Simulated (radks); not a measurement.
Results of a calculation; reference values are marked as such.
Species: the sulfur ion S+. Configuration: [Ne] 3s2 3p3.

Level of theory: scalar-relativistic Kohn-Sham, PBEsol, spin-unpolarised, spherical densities, finite nucleus; Fermi nuclear charge, rms radius 3.2611 fm (a radial shooting solver on a logarithmic mesh with Libxc functionals).

Energy parts (eV):
part                      energy
total                 -10829.430
kinetic                10869.262
electron-nucleus      -25678.008
Hartree                 4645.642
exchange-correlation    -666.327

Orbitals (lengths in bohr, moments of r in powers of bohr; r(90%) holds 90 % of the orbital's charge):
| orbital | occ. | eigenvalue (eV) | r(90%) | <r^2> | <r^4> | <1/r> |
|---|---|---|---|---|---|---|
| 1s | 2 | -2413.710 | 0.173 | 0.01266 | 0.0004142 | 15.64 |
| 2s | 2 | -222.9665 | 0.751 | 0.2736 | 0.1360 | 3.061 |
| 2p | 6 | -168.0690 | 0.737 | 0.2450 | 0.1297 | 2.958 |
| 3s | 2 | -27.5584 | 2.47 | 3.097 | 15.75 | 0.8400 |
| 3p | 3 | -16.7559 | 2.93 | 4.226 | 31.58 | 0.7142 |

The highest occupied level is 3p at -16.756 eV. Summed over all electrons, <r^2> = 20.91 bohr^2, which gives a Langevin (diamagnetic) susceptibility term of -16.6 x 10^-6 cm^3/mol.

Run on one thread of a shared host, so times are rough (Arm Neoverse V2): 0.05 s of CPU time, 0.05 s wall, 14 iterations on 2189 mesh points.
